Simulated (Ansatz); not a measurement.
Species: BO₂ (charge 0, doublet). It need not be the lowest isomer of its formula. SMILES: [O][B][O]
Geometry: optimised at B3LYP-D3(BJ)/def2-TZVP (Ansatz, a program for electronic structure).

Wanted: atomisation energy (electronic, to ground-state atoms), in kcal/mol. Correlated levels leave the core frozen unless marked. UHF or UKS for open shells. No spin-orbit coupling. No relativistic terms. The coupled-cluster limit lacks core correlation, which all-electron functionals hold. Basis-set limits of correlation are two-point, X^-3; Hartree-Fock from the larger set.

The UHF reference is spin-contaminated (<S^2> 0.19 over the pure value in the largest basis). 

```
level                                program  atomisation energy (kcal/mol)
----------------------------  --------------  -----------------------------
r2SCAN/def2-TZVPD                     Ansatz                     (withheld)
PBE0/STO-3G                           Ansatz                          350.5
HSE06-D3(BJ)/def2-TZVPD       Ansatz + dftd3                          328.0
wB97X-V/def2-TZVPD                    Ansatz                          323.1
SCS-MP2/cc-pVDZ                       Ansatz                          290.5
CCSDT/cc-pVDZ                         Ansatz                          294.1
CCSD(T)/CBS(cc-pVTZ,cc-pVQZ)          Ansatz                          322.0
```

Task: What belongs in the gaps?

Result: 
- r2SCAN/def2-TZVPD, atomisation energy (kcal/mol): 335.9
